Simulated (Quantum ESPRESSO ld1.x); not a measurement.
The numbers below are computed, except where a source is named.
Problem. Coherent X-ray form factor from a spherical all-electron density. Code: ld1.x of Quantum ESPRESSO 7.5. Model: scalar-relativistic Kohn-Sham, BLYP, spin-unpolarised, spherical densities, point nucleus.

| sin(theta)/lambda (1/angstrom) | f0 (electrons) |
|---|---|
| 0.05 | 39.587 |
| 0.1 | 38.411 |
| 0.15 | 36.641 |
| 0.2 | 34.502 |
| 0.25 | 32.214 |
| 0.3 | 29.955 |
| 0.4 | 25.945 |
| 0.5 | 22.818 |
| 0.6 | 20.435 |
| 0.8 | 16.876 |
| 1 | 13.934 |
| 1.25 | 10.813 |
| 1.5 | 8.515 |
| 2 | 6.097 |

The species is in the configuration that NIST lists as its ground one. Which atom or ion scatters so?

Solution. The ruthenium ion Ru4+, [Kr] 4d4. Extrapolating in s^2 from the first two rows gives f0(0) = 40.0, near the electron count 40; among species with that count, the fall with angle is slower the higher Z, and the table is that of Z = 44; from so few rows the species is fixed only to a neighbour or two.
